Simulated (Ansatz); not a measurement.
Z-matrix (Å, degrees):
```
C
O 1 1.403
Si 1 2.149 2 51.2
Cl 1 1.787 2 111.5 3 117.8
O 1 1.403 2 102.3 3 -1.5
H 1 1.090 2 112.7 3 -122.9
H 3 1.479 1 124.6 2 90.9
H 3 1.478 1 124.3 2 -89.1
```

Total charge 0; spin multiplicity 1.

Q: List the ωB97M-V/def2-TZVPP orbital energies in eV (Ansatz 0.2.0). (An estimate is asked.)

A: The calculation gave: Occupied: -2771.93, -1808.76, -526.89, -526.89, -286.34, -262.32, -199.84, -199.64, -199.63, -149.70, -103.87, -103.80, -103.76, -34.14, -30.60, -26.38, -21.21, -17.59, -17.49, -17.04, -16.47, -13.70, -13.35, -12.63, -12.42, -11.25, -11.17, -11.04. Lowest empty: 0.83, 2.12, 2.93, 3.50, 3.74, 4.82, 5.23, 5.31.
